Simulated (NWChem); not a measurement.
Molecule: C3H6OSi; SMILES O=C1CC[SiH2]1

```xyz
11

O      0.4343    -2.0864     0.0500
C      0.1133    -0.9274    -0.0209
C     -1.3136    -0.3176    -0.0959
C     -0.9832     1.1984     0.0959
Si     0.9023     0.8751    -0.0260
H     -1.7441    -0.5337    -1.0833
H     -1.9871    -0.7500     0.6546
H     -1.2942     1.5687     1.0775
H     -1.4235     1.8484    -0.6641
H      1.7720     1.3005     1.1077
H      1.5552     1.2851    -1.3022
```
Atoms are numbered in this order, from 1.

Level: B3LYP/6-31G* (spherical d) (NWChem), optimised geometry, unscaled harmonic frequencies. 

Q: List the harmonic frequencies with IR intensities, and the thermochemistry.

A: 
| frequency (cm⁻¹) | IR intensity (km/mol) |
|---|---|
| 48 | 1.1 |
| 290 | 11.6 |
| 347 | 1.5 |
| 429 | 4.8 |
| 514 | 6.6 |
| 564 | 2.0 |
| 581 | 8.0 |
| 703 | 5.6 |
| 732 | 33.7 |
| 773 | 107.7 |
| 887 | 23.2 |
| 945 | 2.9 |
| 948 | 134.5 |
| 979 | 58.4 |
| 1041 | 1.0 |
| 1157 | 4.2 |
| 1234 | 0.8 |
| 1258 | 0.7 |
| 1459 | 4.5 |
| 1492 | 6.8 |
| 1842 | 234.8 |
| 2220 | 126.8 |
| 2237 | 157.8 |
| 3045 | 13.4 |
| 3090 | 7.5 |
| 3098 | 11.7 |
| 3143 | 10.7 |

```json
{
  "zero_point_energy": "50.1 kcal/mol",
  "thermal correction to the enthalpy at 298.15 K (with zero-point energy)": "54.4 kcal/mol",
  "heat capacity Cv": "21.2 cal/(mol K)",
  "entropy at 298.15 K and 1 atm (symmetry number 1)": "76.9 cal/(mol K)",
  "dipole_moment": "2.68 D"
}
```

Rigid rotor and harmonic oscillator; modes under 100 cm⁻¹ make the entropy uncertain.
